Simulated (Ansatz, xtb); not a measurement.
Pulling on the Sn1–H2 bond in H2OSn (SMILES [OH][SnH]) (multiplicity 1 held, fragments rigid). Energies count from the point at 1.803 Å.
Geometry at that point (charge 0, multiplicity 1):
```xyz
4

Sn    -0.1839    -0.1503     0.1953
H     -1.4552     0.0147    -1.0721
O      1.2153     0.7994    -0.8693
H      0.9260     1.1031    -1.7363
```

Active spaces are followed from a long bond inwards. Levels need not reach the same state.

Correlated levels freeze the cores. Filled d and f shells under p-block atoms count as core.

The values were computed with Ansatz (Gaussian orbitals); xtb for the GFN methods. Values without a source in brackets are computed. In def2 rows elements past Kr take small-core potentials, without spin–orbit coupling. The GFN methods have no spin term and hold the electronic entropy of 300 K.

Energies in kcal/mol.

| R (Å) | GFN2-xTB | CASSCF(2,2)/def2-SVP | FIC-MRCISD on CASSCF(2,2)/def2-SVP | FIC-MRCISD+Q on CASSCF(2,2)/def2-SVP |
|---|---|---|---|---|
| 1.442 | 26.4 | 27.5 | 26.2 | 26.1 |
| 1.622 | 6.0 | 5.7 | 5.1 | 5.0 |
| 1.803 | 0.0 | 0.0 | 0.0 | 0.0 |
| 1.983 | -0.1 | 2.2 | 2.9 | 3.0 |
| 2.163 | 2.5 | 8.1 | 9.5 | 9.7 |
| 2.434 | 9.8 | 19.3 | 21.5 | 21.8 |
| 2.704 | 18.3 | 30.2 | 33.1 | 33.4 |
| 3.155 | 32.7 | 44.3 | 47.8 | 48.1 |
| 3.605 | 48.2 | 52.3 | 56.2 | 56.4 |
| 4.146 | 67.5 | 56.1 | 60.2 | 60.5 |
| 4.867 | 86.5 | 57.5 | 61.7 | 62.0 |
| 5.769 | 91.1 | 57.7 | 62.0 | 62.3 |

Ansatz is a program for electronic structure.
